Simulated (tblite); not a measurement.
Task: What does the GFN2-xTB structure of `N#C/C=C\S(=O)(=O)[O-]` look like in three dimensions? (Charge -1.)

Result: 
Z-matrix in Å and degrees, rows numbered from 1:
```
N 
C   1  1.1545
C   2  1.4193  1  159.59
C   3  1.3195  2  124.15  1  -179.69
S   4  1.8055  3  116.37  2    -0.07
O   5  1.4582  4  104.17  3   119.57
O   5  1.4602  4  102.90  3    -0.42
O   5  1.4583  4  104.20  3  -120.44
H   3  1.0904  2  112.34  1     0.23
H   4  1.0758  3  124.92  2   179.87
```

C3 (alkene CH carbon) is planar (angles 124.1°, 123.5° and 112.3°, sum 360.0°, 0.00 Å off the plane of its three neighbours). Of the pairs four or more bonds apart, C2···O7 is among the closest relative to their van der Waals radii: 2.25 Å, 70 % of the sum of Bondi's values. C4 (alkene CH carbon) is planar (angles 124.9°, 118.7° and 116.4°, sum 360.0°, 0.00 Å off the plane of its three neighbours). The C–C distances run from 1.320 Å (C3=C4, drawn double) to 1.419 Å (C2–C3, drawn single), a spread of 0.099 Å.

Computed geometry: GFN2-xTB, gas phase.

Point group: Cs (every atom within 0.08 Å of its image). Its GFN2-xTB frequencies are all real (lowest 19 cm⁻¹). Torsions: N1–C2–C3–C4 180°.

One conformer stands for the species.
